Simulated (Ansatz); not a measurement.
Cu₂F₂. The state is a triplet with charge 0. Geometry B3LYP-D4/def2-SVP, that of the charge +1 doublet; atoms count from 1.

```xyz
4

Cu   -0.377   -1.406    0.104
Cu    0.376    1.405   -0.103
F     1.139   -0.273    0.433
F    -1.139    0.274   -0.434
```

At PBE0-D4/def2-TZVP a singlet of charge 0 lies 1.63 eV below the triplet at the same geometry. Another isomer (doublet) lies 0.42 eV lower at PBE0-D4/def2-TZVP.

Problem. Estimate the Mulliken populations from the PBE0/def2-TZVP orbitals of Ansatz.

Solution. 
```tsv
atom	charge (e)	spin (α − β)	d electrons
Cu1	0.61	0.02	9.98
Cu2	0.40	1.81	9.21
F3	-0.51	0.08	–
F4	-0.51	0.08	–
```
Mulliken values depend strongly on the basis.

Problem. Where does the spin sit?

Solution. Summed by element: Cu 1.83, F 0.17, of 2 unpaired in all. Largest on single atoms: Cu2 1.81, F3 0.08, F4 0.08.

Problem. And the Mayer bond orders between heavy atoms (over 0.3)?

Solution. Cu1–F3 0.32 (1.92 Å); Cu1–F4 0.32 (1.92 Å); Cu2–F3 0.46 (1.92 Å); Cu2–F4 0.46 (1.92 Å).
